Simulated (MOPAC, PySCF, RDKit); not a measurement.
Pair of molecules: CH3F (SMILES CF) (first 5 atoms) with C2H3F (SMILES C=CF); geometry from B3LYP-D3(BJ)/def2-TZVP, rigid monomers moved along the line of their centres of mass till F2···H9 is 2.12 Å.
(charge 0, multiplicity 1):
```tsv
atom	x (Å)	y (Å)	z (Å)
C	0.3677	0.6683	-0.2241
F	-1.0092	0.5520	-0.0261
H	0.5807	1.6753	-0.5837
H	0.8713	0.4874	0.7244
H	0.6732	-0.0702	-0.9659
C	-1.3425	-0.1965	3.0288
C	-0.1584	-0.2424	3.6021
F	0.9820	0.0170	2.9195
H	-1.4652	0.0508	1.9832
H	-2.2178	-0.4130	3.6236
H	0.0480	-0.4803	4.6371
```

Counterpoise-corrected where a basis set is named; no monomer relaxation. Rows marked so take none.

Rows in 3-21G, 6-31G* carry no dispersion term and start afresh at each structure (6-31G* with six Cartesian d functions). The state that PM7 reach isn't checked; PM7 holds dispersion and hydrogen-bond terms.

Run with MOPAC for PM7 (differences of heats of formation); PySCF for 3-21G rows, 6-31G* rows; RDKit for the force fields. Each number belongs to the level named beside it.

### Question
One of these levels gives -8.32 kcal/mol for the interaction energy. Which one is it?
(A) MMFF94
(B) PM7
(C) HF/3-21G (no counterpoise)
(D) HF/6-31G*

### Answer
C, HF/3-21G (no counterpoise). The others give 0.07 (MMFF94), 3.03 (PM7), 0.48 (HF/6-31G*)
